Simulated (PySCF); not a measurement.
C₅H₇F, SMILES [C@@H]1(C)C(F)=CC1. Geometry: PBE-D3(BJ)/def2-SVP. The structure was generated by enumeration; whether it is a known compound was not checked.

Computed equilibrium geometry at PBE-D3(BJ)/def2-SVP (PySCF confirms it by a frequency run) as Cartesian coordinates in Å:
```xyz
13

C     -1.9244    -0.2422     0.1734
C     -0.4614    -0.3800     0.5798
C      0.3998    -1.4834    -0.1488
C      1.2917    -0.3617    -0.6671
C      0.5383     0.5648    -0.0401
F      0.5902     1.8958     0.0454
H     -2.3629     0.6923     0.5789
H     -2.0272    -0.2131    -0.9311
H     -2.5272    -1.0914     0.5548
H     -0.3690    -0.4441     1.6871
H     -0.1682    -2.0402    -0.9244
H      0.8843    -2.2122     0.5354
H      2.1943    -0.3387    -1.2920
```
Charge 0, spin multiplicity 1.
